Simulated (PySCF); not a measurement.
Hf(OH)3 (H3HfO3), SMILES [OH][Hf+]([OH])[OH], charge +1, multiplicity 1. Heavy atoms are numbered as in [Hf+:1]([OH:2])([OH:4])[OH:6]. Hydrogens are named by the atom that carries them.

Geometry optimised at r2SCAN-D4/def2-SVP. The multiplicity is an assumed one; other spin states were not compared. The isomer is the one that the SMILES or the coordinates give; other isomers of the formula were not compared. The def2 effective core potentials stand for the cores of Hf; spin–orbit coupling is left out. One conformer was computed; it need not be the lowest.

Calculation: HF/def2-TZVPD in PySCF.

Mulliken values depend strongly on the basis, most of all with diffuse functions as here. ESP charges are fitted to the potential on shells at 1.4 to 2.0 van der Waals radii. Atomic charges (e), one atom of each kind:

```csv
atom,ESP fit,Mulliken
Hf1,___,2.25
O2 (OH),___,-0.78
H on O2,___,0.37
```

Question: Complete the blanks. (The exact figures need the calculation; the answer reports its results.)

Answer: 
- Hf1, ESP fit: 2.86
- O2 (OH), ESP fit: -1.26
- H on O2, ESP fit: 0.64
